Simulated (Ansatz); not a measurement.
`C=C[SiH2][AsH2]` + `C1=C[SiH2]1` → `C=CC1=C[SiH2]1` + `[SiH3][AsH2]`  (formal exchange of groups at a C–Si bond)

Program: Ansatz. Geometries: PBE0-D4/def2-TZVP. ΔE: electronic, gas phase. CBS: MP2 limit from def2 TZ/QZ plus the TZ coupled-cluster correction, frozen cores. DFT in def2-TZVPP. B3LYP here is the variant with VWN-RPA as its local correlation; programs differ in this. For As outer-core shells are correlated without core-valence functions, which leaves a few kJ/mol of doubt a bond. Scalar relativity is left out up to krypton. Each species was taken in one conformer, which may not be the lowest.

`C=C[SiH2][AsH2]`:

```xyz
11

C    -0.227    0.385    1.942
C     0.199   -0.371    0.934
Si   -0.683   -0.478   -0.697
As    0.561    0.384   -2.519
H    -1.138    0.973    1.870
H     0.312    0.451    2.883
H     1.122   -0.935    1.063
H    -1.954    0.290   -0.605
H    -0.992   -1.893   -1.040
H     1.798   -0.407   -2.113
H     1.003    1.601   -1.718
```

`C1=C[SiH2]1`:

```xyz
7

C    -0.385   -0.772    0.500
C    -0.279   -0.524   -0.802
Si    0.418    0.817    0.190
H    -0.783   -1.575    1.109
H    -0.553   -1.036   -1.716
H    -0.301    2.100    0.376
H     1.883    0.991    0.342
```

`C=CC1=C[SiH2]1`:

Cartesian coordinates in Å:
```
C 0.285 1.886 0.851
C 0.593 1.115 -0.190
C 0.109 -0.234 -0.340
C 0.222 -1.236 -1.220
Si -0.832 -1.701 0.169
H -0.359 1.517 1.642
H 0.663 2.898 0.941
H 1.240 1.499 -0.977
H 0.738 -1.384 -2.161
H -0.350 -2.599 1.246
H -2.309 -1.761 0.040
```

`[SiH3][AsH2]`:

Cartesian coordinates in Å:
```
Si 0.675 0.167 0.508
As -1.199 0.510 -0.894
H 0.403 0.819 1.815
H 1.852 0.824 -0.120
H 0.985 -1.268 0.737
H -2.017 -0.534 -0.146
H -0.700 -0.518 -1.901
```

```
             level  ΔE (kcal/mol)  difference from CCSD(T)/CBS
            PBE-D4           -1.7                         -2.3
         r2SCAN-D4           -1.1                         -1.7
          B3LYP-D4           -1.1                         -1.7
           ωB97M-V            1.0                          0.4
            B2PLYP           -0.7                         -1.3
            r2SCAN           -1.1                         -1.7
             B3LYP           -1.2                         -1.8
     HF/def2-TZVPP            0.0                         -0.6
    MP2/def2-TZVPP           -0.3                         -0.9
SCS-MP2/def2-TZVPP           -0.1                         -0.7
   CCSD/def2-TZVPP            0.5                         -0.1
CCSD(T)/def2-TZVPP            0.2                         -0.4
     HF/def2-QZVPP            0.1                         -0.5
SCS-MP2/def2-QZVPP            0.2                         -0.4
      HF/CBS(def2)            0.1                         -0.5
     MP2/CBS(def2)            0.1                         -0.5
       CCSD(T)/CBS            0.6                            0
```

Largest T1 diagnostic among the species: 0.013.
